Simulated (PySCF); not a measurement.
**B: excitation energy**

B [He] 2s2 2p1 (2P) → B [He] 2s1 2p1 3d1 (high-spin determinant), as a difference of total energies. Calculation: PySCF 2.14, in dyall-av3z (15s9p3d2f, 71 functions); the non-relativistic Hamiltonian (point nucleus). Correlated levels: valence: 1s2 frozen; virtual orbitals above 40 to 60 times the deepest correlated orbital energy dropped. The calculations carry no spin-orbit coupling.

| method | excitation energy (cm⁻¹) |
| --- | --- |
| UHF | 86852 |
| LDA | 93437 |
| PBE | 91870 |
| PBE0 | 92747 |
| r2SCAN | 91895 |
| wB97M-V | 98167 |
| M06 | 92529 |
| B3LYP | 94665 |
| HSE06 | 92459 |
| MP2 (valence) | 95502 |
| SCS-MP2 (valence) | 97831 |

The upper state lies above the first ionisation limit, but in LS coupling its spin forbids autoionisation to the ground ion. A Rydberg-like electron needs more diffuse functions than a valence basis has.

The promoted electron is Rydberg-like, and one or two diffuse shells describe it only roughly, which tends to raise the upper state.

In the upper state the promoted electron has a positive orbital energy at LDA, PBE, PBE0, r2SCAN, M06, B3LYP, HSE06, so the basis confines it.

The determinant of the upper state mixes LS terms, which raises its energy above the lowest term, most at the Hartree-Fock and MP2 levels.
